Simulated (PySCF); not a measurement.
Estimate the missing entries of this data sheet.

Species: C₅H₁₂Si₃.
SMILES with atom numbers: `[CH:1]#[C:2][Si@@:3]([CH3:4])([SiH3:5])[SiH2:6][CH:7]=[CH2:8]` (hydrogens: H9 on C1; H10, H11, H12 on C4; H13, H14, H15 on Si5; H16, H17 on Si6; H18 on C7; H19, H20 on C8)

Cartesian coordinates in Å at the GFN2-xTB level; atoms count from 1:
```
atom  x, y, z in Å
C1     2.368    1.947   -0.347
C2     1.272    1.450   -0.374
Si3   -0.395    0.617   -0.388
C4    -1.632    2.047   -0.687
Si5   -0.437   -0.860   -2.192
Si6   -0.729   -0.272    1.746
C7     0.391   -1.771    1.977
C8     1.455   -2.037    1.238
H9     3.322    2.392   -0.327
H10   -2.657    1.684   -0.682
H11   -1.550    2.812    0.080
H12   -1.459    2.528   -1.646
H13    0.902   -1.222   -2.661
H14   -1.162   -0.337   -3.355
H15   -1.100   -2.113   -1.812
H16   -0.468    0.642    2.870
H17   -2.111   -0.747    1.946
H18    0.141   -2.456    2.779
H19    2.080   -2.902    1.405
H20    1.760   -1.393    0.427
```

| property | level | value |
| --- | --- | --- |
| point group of the GFN2-xTB geometry | GFN2-xTB | ? |
| rotational constants A, B, C of the GFN2-xTB geometry | GFN2-xTB | ? |
| dipole moment | PBE0/pcSseg-1 | ? |
| HOMO energy | PBE0/pcSseg-1 | -7.58 eV |
| LUMO energy | PBE0/pcSseg-1 | -0.73 eV |
| 13C chemical shifts (computed TMS as zero) by class | GIAO PBE0/pcSseg-1 | ? |
| 1H chemical shifts (computed TMS as zero) by class | GIAO PBE0/pcSseg-1 | 6.58 (H18), 6.47 (H19), 6.38 (H20), 4.54 (H16), 4.20 (H17), 3.58 (H13/H14/H15), 2.19 (H9), 0.44 (H10/H11/H12) ppm |
| isotropic shieldings of nuclei other than C and H, by class | GIAO PBE0/pcSseg-1 | ? |

The electronic properties come from PySCF, for the isolated species, density fitting. GFN2-xTB frequencies show an imaginary mode (20i cm⁻¹), so this geometry is no minimum at that level. NMR classes are plain means over equivalent atoms (diastereotopic ones count apart unless rotation or inversion swaps them), as if these changed places fast; in this geometry the members of some classes differ.

(1) Give the point group of the GFN2-xTB geometry.

(2) What are the 13C chemical shifts (computed TMS as zero) by class?

(3) Give the rotational constants A, B, C of the GFN2-xTB geometry.

(4) Give the isotropic shieldings of nuclei other than C and H, by class.

(5) Give the dipole moment.

Results:

(1) C1.

(2) 145.6 (C8), 139.0 (C7), 107.6 (C1), 91.0 (C2), -1.4 (C4) ppm.

(3) 1.157, 0.833, 0.788 GHz.

(4) 418 (Si6), 424 (Si3), 456 (Si5) ppm.

(5) 0.26 D.

The rotational constants make it an asymmetric top with κ = (2B − A − C)/(A − C) = -0.8, nearer the prolate limit (−1). With B = h/(8π²I), that is 505.379 GHz u Å² over I, the principal moments of inertia are 436.9, 606.9 and 641.2 u Å² (most abundant isotopes); the inertial defect Ic − Ia − Ib is -402.6 u Å² (zero for a rigid planar frame, negative otherwise).

One conformer stands for the species.
